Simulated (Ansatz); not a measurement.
# Redistribution: CBr2F2 + C5H10 → CHBrF2 + C5H9Br

Species: CBr2F2 (dibromodifluoromethane) `FC(F)(Br)Br`, singlet; C5H10 (cyclopentane) `C1CCCC1`, singlet; CHBrF2 (bromodifluoromethane) `FC(F)Br`, singlet; C5H9Br (bromocyclopentane) `BrC1CCCC1`, singlet. The partners trade Br for H; both sit on C, so the bond types are kept.

Shapes, held fixed at every level: PBE0-D4/def2-TZVP. Flexible molecules stand in one conformer, not always the lowest. Programs: Ansatz 0.2.0. Electronic energies: no zero-point or thermal term.

```csv
level,kind,ΔE (kJ/mol),less CCSD(T)/def2-TZVPP
HF/def2-TZVPP,Hartree–Fock,-55.6,-11.2
r2SCAN-D4/def2-TZVPP,meta-GGA,-33.5,+10.9
BHLYP-D4/def2-TZVPP,global hybrid,-44.4,0.0
PBE0-D4/def2-TZVPP,global hybrid,-37.5,+6.9
B2PLYP/def2-TZVPP,double hybrid,-40.3,+4.1
MP2/def2-TZVPP,perturbation theory,-44.7,-0.3
CCSD/def2-SVP,coupled cluster or CI,-40.9,+3.5
CCSD(T)/def2-TZVPP,coupled cluster or CI,-44.4,0.0
```

The highest level, CCSD(T)/def2-TZVPP, gives ΔE = -44.4 kJ/mol; the levels span -55.6 to -33.5. The column of differences is taken from that level and isn't an error. No measured value is set beside it here. Relativity is left out for Br. Outer-core shells of Br are correlated, in sets that cover them unevenly.
